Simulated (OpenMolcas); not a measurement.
# neutral rhodium: effect of the active space

```json
{
  "Program": "OpenMolcas 26.06",
  "Method": "SS-CASPT2, IPEA 0.25 Eh, imaginary shift 0.1 Eh",
  "Basis": "ANO-RCC-VQZP",
  "Scalar Hamiltonian": "DKH2, point nucleus",
  "Spin-orbit coupling": "RASSI with atomic mean-field integrals over the reference wave functions, term energies averaged over their components"
}
```

A. 9 electrons in 6 orbitals (4d 5s); 2S+1 = 4 even, 20 roots; 2S+1 = 2 even, 52 roots kept (CI in the orbitals of an earlier block); closed shells correlated: 4s 4p; CASPT2 step roughly 40 core-seconds
B. 9 electrons in 11 orbitals (4d 5s 5d); 2S+1 = 4 even, 17 roots; 2S+1 = 2 even, 29 roots kept (CI in the orbitals of an earlier block); closed shells correlated: 4s 4p; CASPT2 step roughly 2.7 core-hours

Energies in cm-1 above 4d8 5s 4F 9/2, the measured ground level; measured values from NIST Handbook of Basic Atomic Spectroscopic Data.

| Level | A | B | Measured |
| --- | --- | --- | --- |
| 4d8 5s 4F 9/2 | 0.0 | 0.0 | 0.0 |
| 4d8 5s 4F 7/2 | 1495 | 1469 | 1530 |
| 4d8 5s 4F 5/2 | 2900 | 2720 | 2598 |
| 4d8 5s 4F 3/2 | 3640 | 3350 | 3473 |
| 4d8 5s 2F 7/2 | 5200 | 5080 | 5691 |
| 4d8 5s 2F 5/2 [64 %] | 6790 | 7520 | 7791 |
| 4d7 5s2 4F 9/2 | 10920 | 13310 |  |
| 4d8 5s 4P 3/2 | 11420 | 10780 |  |
| 4d8 5s 4P 1/2 | 11680 | 11480 |  |
| 4d7 5s2 4F 7/2 | 12910 | 15150 |  |
| 4d7 5s2 4F 5/2 | 14170 | 16610 |  |
| 4d8 5s 2P 1/2 | 14170 | 14120 |  |
| 4d7 5s2 4F 3/2 | 14900 | 17630 |  |
| 4d8 5s 2G 9/2 | 16430 | 16290 |  |
| 4d8 5s 2G 7/2 | 16620 | 16410 |  |

Deviations, from unrounded energies. A percentage is the sum of absolute deviations over the sum of measured energies, with the sign that they share, or ± where signs differ.

```csv
Against measurement,Levels,A,B
mean absolute deviation (cm-1),5,400,240
fine structure of the ground term (%),3,±6.7,±4.0
other terms of the ground configuration (%),2,-11.1,-6.5
```

B lies closest to measurement on these levels. The largest miss of B in the table is 4d8 5s 2F 7/2, by -610 cm-1. The ranking rests on the paired levels alone, and a cruder setting can come out closer through cancelling errors.

The two smallest mean deviations differ by little beside CASPT2's spread within terms, so their order carries little weight.

Between A and B the level of the table that moves most is 4d7 5s2 4F 3/2, by 2700 cm-1 (lowest in A, highest in B). Moves below CASPT2's spread within the term are not significant.

Term energies are means over components that CASPT2 splits; among the terms shown or strongly mixed into the levels shown the widest spread is 680 cm-1 (4d8 5s 4F, A). Terms from blocks run as CI alone lack orbitals of their own. A single d shell beside an s shell can misplace configurations of different d count against each other (holds for A). No level of 4d9 was computed, though it lies in the active space (holds for A). Active for correlation alone: 5d; no level in the range computed is led by a configuration that fills it, so any true level of that kind is missing (holds for B). The CASPT2 spread within a term exceeds the gap to the next term for 4d9 2D and 4d8 5s 2F, so the order of their levels is uncertain, and so are names and mixing where such terms share a J (holds for B). Computed and measured levels are paired by configuration, term and J; levels that our copy of the source lacks, or whose pairing is in doubt (as where it misses far off the trend of its configuration), stay unpaired and out of the deviations. Levels of configurations outside the active space are missing. The table leaves out levels that lie high or whose names do not pair safely across all columns.

A share in square brackets marks a mixed level and gives the weight of the term that names it, the lowest over the columns.
